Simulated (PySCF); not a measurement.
Compound: SbH2Me, CH5Sb.
Bonds: Sb1–C4. Hydrogens: H2, H3 on Sb1; H5, H6, H7 on C4.

Method used: PBE0-D3(BJ)/def2-SVP geometry optimisation, gas phase, def2 core potentials past Kr in PySCF 2.14.0.

**Question.** What internal coordinates does the optimisation give?

**Answer.** 
```
               bond  length (bohr)
     Sb1–H2, Sb1–H3          3.248
             Sb1–C4          4.113
C4–H5, C4–H6, C4–H7          2.075
```

Bonds in one row agree within 0.02 bohr and their mean is given. A selection of angles:
```
    angle  degrees
H2–Sb1–H3     91.0
H2–Sb1–C4     93.8
Sb1–C4–H5    108.9
Sb1–C4–H6    111.2
 H5–C4–H6    109.6
```

Sb1 (antimony bonded to C and 2 H) is pyramidal (angles 93.8°, 93.8° and 91.0°, sum 278.6°, 1.01 Å off the plane of its three neighbours).

Point group: Cs (tolerance 0.08 Å). PBE0-D3(BJ)/def2-SVP frequencies: not computed here.

Hardware: an Arm Neoverse V1 with one thread (shared host). Cost: 9.4 s of wall time, 0.27 GiB resident at most. These figures are those of the optimisation.
